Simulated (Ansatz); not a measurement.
Program: Ansatz. Geometries: PBE0-D4/def2-TZVP. ΔE: electronic, gas phase. CCSD(T)/CBS adds triple-zeta CCSD(T) − MP2 to the extrapolated MP2 energy (def2 sets, frozen cores). DFT in def2-TZVPP. B3LYP here is the variant with VWN-RPA as its local correlation; programs differ in this. Each species was taken in one conformer, which may not be the lowest.

Consider the isomerisation: `O[SiH2]N[SiH2][SiH3]` → `N[SiH]([SiH3])O[SiH3]`.

CCSD(T)/CBS gives -10.3 kcal/mol.

Task: Another level gave -10.6 kcal/mol. Which?
A. PBE-D4/def2-TZVPP
B. B3LYP/def2-TZVPP
C. ωB97X-V/def2-TZVPP
D. HF/def2-TZVPP

Result: C. ωB97X-V -10.6, PBE-D4 -9.1, HF/def2-TZVPP -14.1, B3LYP -12.0 kcal/mol.

Largest T1 diagnostic among the species: 0.012.

In def2-TZVPP, CCSD(T) changes the Hartree–Fock value by +3.9 kcal/mol (the triples alone add +0.5 kcal/mol) and MP2 by +3.9 kcal/mol.
